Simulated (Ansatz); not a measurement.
Born–Oppenheimer molecular dynamics of AlBrClFH2 (6 atoms, charge 0, multiplicity 1). It starts at the highest image of a converged band, a first-order saddle point between two minima.

Method: RHF/def2-SVP (Ansatz).

```
ensemble                      : NVE (velocity Verlet)
time step                     : 0.5 fs
steps asked                   : 200
starting velocities drawn for : 100 K
seed                          : 8285
```

First frame:

```xyz
6
Properties=species:S:1:pos:R:3
Al -0.050 -0.233 -0.023
F -0.142 0.015 1.743
H 1.356 0.021 -0.628
Cl -1.848 0.281 -0.970
Br -0.202 -2.593 0.993
H -0.202 -1.216 1.868
```

(1) What does the run give?

(2) What happens to the structure?

(3) How do temperature and energy run in time?

Results:

(1) The run went to its last step.

* steps done: 200
* time covered: 100 fs
* mean temperature over the second half: 1050 K
* spread of the potential energy over the second half: 7.9 meV per atom
* mean potential energy of the second half above the start: -81.8 meV per atom

The conserved energy stayed within 0.05 meV per atom of its start (net change -0.017 meV per atom), so the integration is sound. The kinetic energy rose, since the run started high on the potential surface and went downhill. It ends in pieces (AlClFH + BrH), so much of that is their flight and rotation, not heat. A run of 0.1 ps of so small a system gives no equilibrium averages. The orbitals stay closed-shell, which can raise the energy where a bond breaks towards radicals; this wasn't checked here.

(2) Between its relaxed ends the band would form F2–H6 and break Br5–H6. These pairs go: F2–H6 1.24 → 3.47 Å, Br5–H6 1.63 → 1.40 Å. In the last frame they stand as before the step (other bonds may differ from the relaxed reactants and products). Also parted: Al1–Br5 2.57 → 3.53 Å. It ends as AlClFH + BrH. Pairs count as bonded within 1.25 times the sum of covalent radii (0.12 Å more for H–H). This is one draw of velocities; another would differ in detail.

(3) 
```csv
time (fs),T (K),potential energy less start (eV),conserved less start (meV/atom)
0,100,0.000,0.00
3,92,0.004,0.01
6,112,-0.006,0.01
9,172,-0.037,0.00
12,259,-0.082,0.01
15,430,-0.171,0.00
18,608,-0.263,-0.02
21,733,-0.327,-0.01
24,853,-0.390,-0.05
27,814,-0.369,-0.01
30,742,-0.332,-0.02
33,678,-0.299,0.00
36,698,-0.309,-0.02
39,733,-0.327,0.00
42,785,-0.354,-0.02
45,817,-0.371,0.00
48,896,-0.412,-0.02
51,961,-0.445,0.00
54,1077,-0.505,-0.02
57,1160,-0.548,0.00
60,1236,-0.587,-0.02
63,1231,-0.585,-0.01
66,1153,-0.544,-0.01
69,1062,-0.497,0.01
72,1032,-0.482,-0.02
75,987,-0.458,0.01
78,993,-0.462,-0.02
81,961,-0.445,0.00
84,954,-0.442,-0.01
87,952,-0.441,0.00
90,977,-0.453,-0.01
93,1007,-0.469,0.00
96,1051,-0.492,-0.02
99,1041,-0.486,0.00
```

Time of the run: 4.7 min on 1 thread of Intel(R) Xeon(R) 6975P-C (Granite Rapids), on a shared host, peak memory 0.19 GiB.
